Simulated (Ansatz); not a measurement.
Reaction (formal exchange of groups at a B–C bond): `BC(F)CC` + `NCF` → `BN` + `CCC(F)CF`

Isolated molecules relaxed with PBE0-D4/def2-TZVP in Ansatz; ΔE leaves out vibrations. CCSD(T)/CBS adds triple-zeta CCSD(T) − MP2 to the extrapolated MP2 energy (def2 sets, frozen cores). This one scheme is used for every species. Functionals use def2-TZVPP. B3LYP here is the variant with VWN-RPA as its local correlation; programs differ in this. Each species was taken in one conformer, which may not be the lowest.

| level | ΔE (kJ/mol) |
| --- | --- |
| r2SCAN-D4 | -166.4 |
| B2PLYP | -167.0 |
| B3LYP | -164.0 |
| CCSD/def2-TZVPP | -168.2 |

Q: What does CCSD(T)/CBS give? (Best estimate.)

A: Computed: -168.0 kJ/mol. The listed levels differ from it by 1.6, 1.0, 4.0, -0.2 kJ/mol.

Largest T1 diagnostic among the species: 0.012.

In def2-TZVPP, CCSD(T) changes the Hartree–Fock value by −6.9 kJ/mol (the triples alone add −1.1 kJ/mol) and MP2 by −8.9 kJ/mol.
